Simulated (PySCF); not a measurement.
FGeH3Zn.

```xyz
6

Zn     0.0000     0.0000    -0.9275
F      0.0000     0.0000    -2.6792
Ge     0.0000     0.0000     1.4362
H      1.2443     0.7184     1.9929
H     -1.2443     0.7184     1.9929
H      0.0000    -1.4368     1.9929
```

Geometry: PBE0-D3(BJ)/def2-SVP. The structure was generated by enumeration; whether it is a known compound was not checked.

Calculation: PySCF with PBE0/pcSseg-1. Non-relativistic, no solvent.

Computed absolute GIAO shielding of each atom: isotropic value and principal components (ppm):
```csv
atom,σ(iso),σ11,σ22,σ33,span
Zn1,1789.5,1430.8,1430.8,2507.0,1076.2
F2,345.3,274.2,274.2,487.4,213.2
Ge3,1748.4,1702.9,1771.2,1771.2,68.3
H4,27.9,21.5,22.4,39.9,18.4
H5,27.9,21.5,22.4,39.9,18.4
H6,27.9,21.5,22.4,39.9,18.4
```
